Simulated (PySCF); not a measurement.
dimethyl carbonate (C3H6O3), SMILES COC(OC)=O. Coordinates come from a PBE-D3(BJ)/def2-SVP optimisation.

Level of theory: PBE-D3(BJ)/def2-SVP in PySCF 2.14.0.

Harmonic wavenumbers (cm⁻¹): 92, 103, 127, 201, 230, 338, 511, 681, 763, 914, 1012, 1131, 1134, 1135, 1153, 1192, 1288, 1397, 1403, 1404, 1416, 1427, 1437, 1804, 2972, 2973, 3059, 3060, 3107, 3108. Rotational constants (GHz): 10.24, 2.347, 1.958; symmetry number 2.

Question: Work out the zero-point energy and the ideal-gas rigid-rotor harmonic-oscillator thermochemistry at 298.15 K and 1 atm.

Answer: ZPE = ½ Σ hcν = ½ × 40571 cm⁻¹ = 58.00 kcal/mol. H − E(el) = 63.06 kcal/mol. Entropy in cal/(mol K): translation 39.41, rotation 24.95, vibration 17.06, total 81.42. G − E(el) = 38.78 kcal/mol. Cp = 24.66 cal/(mol K). Modes under 150 cm⁻¹ make the vibrational entropy uncertain.
